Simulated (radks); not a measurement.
The tellurium ion Te+ inside a hard spherical wall (all orbitals vanish at R), configuration held at [Kr] 4d10 5s2 5p3 and not refilled when levels cross. Method: scalar-relativistic Kohn-Sham, LDA (Slater exchange, VWN5 correlation), spin-polarised, spherical densities, finite nucleus; open shells are filled with parallel spins first (spin-orbit coupling, left out, can overturn this in heavy ions); Fermi nuclear charge, rms radius 4.7423 fm; computed with a radial shooting solver on a logarithmic mesh with Libxc functionals. Eigenvalues in eV for spin up, with the zero of energy where the potential of the charges vanishes at infinity; a dash marks a level that is unbound or too diffuse for the functional's potential to be trusted. A positive occupied level is held by the wall or, in an anion where self-interaction has pushed it up, behind a barrier. The pressure on the wall is -dE/dV.

R (bohr)  E (hartree)  kinetic (hartree)    e(4p)    e(4d)    e(5s)    e(5p)  e(6s, empty)  e(5d, empty)  pressure (GPa)
free      -6788.34965           7110.220  -123.22  -50.770  -24.424  -14.599        -5.101        -4.166               0
10        -6788.34964           7110.220  -123.22  -50.769  -24.424  -14.598        -4.983        -4.113        0.000292
6         -6788.33988           7110.312  -122.87  -50.432  -24.168  -14.303        -1.425        -2.605            1.11
5         -6788.29486           7110.634  -121.92  -49.508  -23.456  -13.404         4.062        -0.245            8.76
3.5       -6787.63115           7113.948  -115.67  -43.527  -17.598   -5.602        36.186        13.969             241
2.5       -6783.71098           7129.433  -99.632  -28.141    6.574   24.823        130.52        57.735            3540
2         -6774.45741           7162.927  -77.219   -5.122   54.676   81.098        273.51        126.73           19300
1.5       -6736.65848           7286.388  -16.287   62.566   220.64   261.26        663.76        320.90          157000
